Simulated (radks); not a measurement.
Excited configurations of Sr I: one electron is placed in a higher orbital outside [Kr] 5s1. The ground configuration is [Kr] 5s2. Method: scalar-relativistic Kohn-Sham, BLYP, spin-polarised, spherical densities, point nucleus; open shells are filled with parallel spins first (spin-orbit coupling, left out, can overturn this in heavy ions); computed with a radial shooting solver on a logarithmic mesh with Libxc functionals. Excitation = E - E(ground); binding = E(ion) - E, where the ion is the core of charge +1; n* = 1/sqrt(2 binding) in atomic units, and the quantum defect is n - n*.

[
 {"outer orbital": "5p", "excitation (eV)": "2.016", "binding (eV)": "3.666", "n*": "1.926", "quantum defect": "3.074", "eigenvalue (eV)": "-1.838", "<r> (bohr)": "5.531"},
 {"outer orbital": "6s", "excitation (eV)": "3.597", "binding (eV)": "2.085", "n*": "2.555", "quantum defect": "3.445", "eigenvalue (eV)": "-1.213", "<r> (bohr)": "10.16"},
 {"outer orbital": "6p", "excitation (eV)": "4.082", "binding (eV)": "1.600", "n*": "2.916", "quantum defect": "3.084", "eigenvalue (eV)": "-0.909", "<r> (bohr)": "12.64"},
 {"outer orbital": "6f", "excitation (eV)": "5.152", "binding (eV)": "0.529", "n*": "5.070", "quantum defect": "0.930", "eigenvalue (eV)": "-0.325", "<r> (bohr)": "42.05"},
 {"outer orbital": "7d", "excitation (eV)": "5.001", "binding (eV)": "0.681", "n*": "4.471", "quantum defect": "2.529", "eigenvalue (eV)": "-0.404", "<r> (bohr)": "31.56"}
]

The Delta-SCF ionisation energy is 5.682 eV (NIST Atomic Spectra Database: 5.695 eV, measured). Self-interaction in the functional shifts the binding energies and quantum defects, so they are the method's values and not measured ones.
